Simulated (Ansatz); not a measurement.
The cluster Sr₂O₂⁺ was relaxed with r2SCAN-D4 (def2-TZVP) in Ansatz in these states: charge +1 doublet, charge +1 quartet. The geometries follow in no particular order.

In the def2 sets Sr takes a core potential; there is no spin–orbit coupling.

A:

```xyz
4

Sr   -1.439    0.411    1.057
Sr    1.439   -0.411   -1.057
O    -0.511    0.595   -0.927
O     0.511   -0.596    0.927
```

B:

```xyz
4

Sr    2.028    0.408    0.189
Sr   -2.025   -0.409   -0.216
O    -0.117    0.065    1.038
O     0.114   -0.063   -1.012
```

Problem. Judge from the bond lengths which geometry belongs to which state (an estimate).

Solution. A is the charge +1 doublet (Sr1–Sr2 3.664 Å, Sr2–O3 2.198 Å, Sr1–O3 2.198 Å); B is the charge +1 quartet (Sr1–Sr2 4.155 Å, Sr2–O3 2.332 Å, Sr1–O3 2.332 Å).

At PBE0-D4/def2-TZVP a doublet lies 3.27 eV below the charge +1 quartet. These are the stationary points nearest to one start from a short search; other shapes may lie lower in each state.
